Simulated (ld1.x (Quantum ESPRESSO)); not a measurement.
**What one change does to a pseudopotential (lithium, TM)**

- Element: Li
- Generator: ld1.x (Quantum ESPRESSO) 7.5
- Type: norm-conserving Troullier–Martins (Kleinman–Bylander form)
- Functional: LDA (PZ)
- Relativity: scalar-relativistic
- Frozen core: [He]
- Valence charge: 1
- Reference configuration: 2s1 2p0
- Partial waves: 2s (bound): rc 3.40 bohr; 3d channel at 0.05 Ry: rc 3.35 bohr; 2p (bound, empty): rc 4.20 bohr
- Local potential: the p channel
- Core correction: Bessel-smoothed model core inside 2.25 bohr

Change: wave 2s (bound): rc 3.40 bohr becomes 2s (bound): rc 5.20 bohr.

Cutoffs: the cutoffs (Ry, on a coarse ladder) from which the occupation-weighted sum of valence levels, in a spherical-Bessel basis at the reference potential, stays within 10 and 1 mRy of its value at 400 Ry; they do not see the model core or the augmentation charge, which bear on the density cutoff. Errors are all-electron minus pseudo energies relative to the spin-unpolarised reference configuration.

Predict the effect on cutoff, ghosts and configuration errors.

Both files are so soft that the ladder of cutoffs tells neither apart; of the 4 tests that both files solve, the error grows in 3 and shrinks in 0 by more than 15 % and 0.3 meV (median size 1.0 → 3.9 meV); neither file shows a bound ghost. More of the atom is replaced by a form fitted at one configuration, so other configurations suffer.

| quantity | base | changed |
| --- | --- | --- |
| cutoff, loose | 6 Ry | 6 Ry |
| cutoff, tight | 6 Ry | 6 Ry |
| bound ghosts | none | none |
| error for 2s0.5 2p0, meV [ΔE 2.04 eV] | +0.5 | -3.6 |
| error for 2s0 2p1, meV [ΔE 1.75 eV] | -7.2 | -20 |
| error for 2s1 2p0 (spin-polarised), meV [ΔE -0.23 eV] | +1.4 | -1.2 |
| error for 2s0.5 2p0 (spin-polarised), meV [ΔE 1.95 eV] | +0.7 | -4.2 |
